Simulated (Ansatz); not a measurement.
`OC(=S)OC[SiH3]` → `O[Si]1(S)CCO1`  (isomerisation)

Isolated molecules relaxed with PBE0-D4/def2-TZVP in Ansatz; ΔE leaves out vibrations. CCSD(T)/CBS is the MP2 limit (def2-TZVPP, def2-QZVPP) plus CCSD(T) − MP2 in def2-TZVPP, frozen cores. Functionals use def2-TZVPP. One conformer a species, not always the lowest.

```csv
level,ΔE (kJ/mol)
ωB97M-V,-373.6
SCS-MP2/def2-TZVPP,-379.5
```

Task: What does CCSD(T)/CBS give? (Estimate.)

Result: Computed: -382.1 kJ/mol. The listed levels differ from it by 8.5, 2.6 kJ/mol.

Largest T1 diagnostic among the species: 0.015.

In def2-TZVPP, CCSD(T) changes the Hartree–Fock value by −11.0 kJ/mol (the triples alone add +6.6 kJ/mol) and MP2 by −27.5 kJ/mol. From PBE to PBE0 (25 % exact exchange), in def2-TZVPP and without D4, ΔE moves by −23.2 kJ/mol.
